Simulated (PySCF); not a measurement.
Species: C2H4BF3S.
SMILES: `CBSC(F)(F)F`

All values: PBE0/def2-SVPD (PySCF, non-relativistic), on one gas-phase PBE0-D3(BJ)/def2-SVP geometry that isn't relaxed in the solvent. The solvent is an IEF-PCM continuum (cavity from Bondi-type radii × 1.2), and excitations are vertical TDDFT with non-equilibrium linear response and a frozen core. The model holds no explicit solvent molecules, cavitation or dispersion.

Gas-phase singlets (H = HOMO, L = LUMO):

```tsv
state	E (eV)	λ (nm)	f	leading configurations
S1	6.298	197	0.001	H-1→L 98%
S2	6.394	194	0.165	H→L 94%
S3	6.864	181	0.001	H→L+1 63%, H-2→L 29%
S4	7.037	176	0.001	H-2→L 67%, H→L+1 28%
S5	7.988	155	0.000	H-3→L 93%
```

Problem. What are the lowest 5 singlets in dichloromethane (ε = 8.93)?

Solution. 
```tsv
state	E (eV)	λ (nm)	f	leading configurations	change by rank (eV)
S1	6.316	196	0.001	H-1→L 98%	+0.018
S2	6.385	194	0.214	H→L 95%	-0.009
S3	6.855	181	0.002	H→L+1 50%, H-2→L 45%	-0.009
S4	7.005	177	0.000	H-2→L 51%, H→L+1 44%	-0.032
S5	7.987	155	0.126	H-1→L+1 93%	-0.001
```

Problem. How do the frontier levels move from gas to dichloromethane?

Solution. 
| orbital | gas (eV) | solvent (eV) | change (eV) |
| --- | --- | --- | --- |
| LUMO+2 | 0.56 | 0.64 | +0.08 |
| LUMO+1 | -0.05 | 0.09 | +0.14 |
| LUMO | -1.32 | -1.14 | +0.18 |
| HOMO | -8.64 | -8.56 | +0.08 |
| HOMO-1 | -9.33 | -9.20 | +0.13 |
| HOMO-2 | -10.09 | -9.87 | +0.22 |
| HOMO-3 | -10.85 | -10.69 | +0.16 |

The HOMO–LUMO gap goes from 7.33 to 7.42 eV.

Time: 18 s of wall time; peak memory 0.87 GiB. Hardware: one thread, Arm Neoverse V2 (aarch64), shared host. This is the whole response run at PBE0/def2-SVPD in dichloromethane, SCF included.

Shape of the structure used: `[CH3:1][BH:2][S:3][C:4]([F:5])([F:6])[F:7]`: C1–B2–S3–C4 180°, B2–S3–C4–F5 180°.
